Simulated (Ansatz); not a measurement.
The cluster FePt₂. Charge 0, multiplicity 5. Geometry PBE0-D4/def2-TZVP; atoms count from 1.

```xyz
3

Fe    1.001   -0.623    0.571
Pt   -0.514    1.164    0.668
Pt   -0.487   -0.542   -1.239
```

In the def2 sets Pt takes a core potential; there is no spin–orbit coupling. The structure comes from a short search, and lower isomers may exist.

**Question.** Estimate the Mulliken populations from the PBE0/def2-TZVP orbitals of Ansatz.

**Answer.** 
| atom | charge (e) | spin (α − β) | d electrons |
| --- | --- | --- | --- |
| Fe1 | 0.30 | 3.59 | 6.51 |
| Pt2 | -0.15 | 0.20 | 9.24 |
| Pt3 | -0.15 | 0.20 | 9.24 |
Mulliken values and Mayer orders depend strongly on the basis.

**Question.** Where does the spin sit?

**Answer.** Summed by element: Fe 3.59, Pt 0.41, of 4 unpaired in all. Largest on single atoms: Fe1 3.59, Pt2 0.20, Pt3 0.20.

**Question.** And the Mayer bond orders between bonded heavy atoms (over 0.3)?

**Answer.** Fe1–Pt2 1.14 (2.34 Å); Fe1–Pt3 1.14 (2.34 Å); Pt2–Pt3 0.73 (2.56 Å).
